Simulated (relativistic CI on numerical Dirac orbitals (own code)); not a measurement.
## Radial parameters of Re⁵⁰⁺

Method of calculation: Dirac-Coulomb-Breit CI, separate exchange-only KLI orbitals for each configuration, QED by a radiative potential, unscaled Slater integrals (own radial code, finite nucleus).

Slater integrals F^k, G^k are unscaled and averaged over j, outside the closed core [Ne]; ζ comes from projecting the Hamiltonian with its Breit term on Σ l·s of the shell.

- 3s²3p⁶3d⁷: F^2(3d,3d) = 601990, F^4(3d,3d) = 388580, ζ(3d) = 237800 cm⁻¹; <r>(3d) = 0.1694, <r^2>(3d) = 0.03331 (bohr units).
- 3s²3p⁵3d⁸: ζ(3p) = 1.8195e+06, F^2(3d,3d) = 601120, F^4(3d,3d) = 387990, F^2(3p,3d) = 523030, G^1(3p,3d) = 559460, G^3(3p,3d) = 372470, ζ(3d) = 235960 cm⁻¹; <r>(3p) = 0.1886, <r^2>(3p) = 0.04126, <r>(3d) = 0.1697, <r^2>(3d) = 0.0334 (bohr units).
- 3s²3p⁴3d⁹: F^2(3p,3p) = 518560, ζ(3p) = 1.8185e+06, F^2(3p,3d) = 522620, G^1(3p,3d) = 559470, G^3(3p,3d) = 372340, ζ(3d) = 234130 cm⁻¹; <r>(3p) = 0.1888, <r^2>(3p) = 0.04132, <r>(3d) = 0.1699, <r^2>(3d) = 0.03349 (bohr units).

Task: Give the Racah parameters of the d shell in 3s²3p⁶3d⁷.

Result: B = F²/49 − 5F⁴/441 = 7880 cm⁻¹ and C = 35F⁴/441 = 30839 cm⁻¹.

Averages of the first 10 configurations, taken without configuration mixing, which lowers the lowest level and can move excited configurations by several eV; other configurations of the list can lie among them:

```
Configuration  Parity  States  Average energy above the lowest level (eV)
    3s²3p⁶3d⁷    even     120                                       101.1
    3s²3p⁵3d⁸     odd     270                                       622.5
    3s²3p⁴3d⁹    even     150                                      1152.3
     3s3p⁶3d⁸    even      90                                      1088.0
       3p⁶3d⁹    even      10                                      2086.2
     3s3p⁵3d⁹     odd     120                                      1607.8
  3s²3p⁶3d⁶4s    even     420                                      1912.2
  3s²3p⁶3d⁶4p     odd    1260                                      2088.3
  3s²3p⁴3d⁸4s    even    1350                                      2943.7
  3s²3p⁶3d⁶4d    even    2100                                      2286.3
```
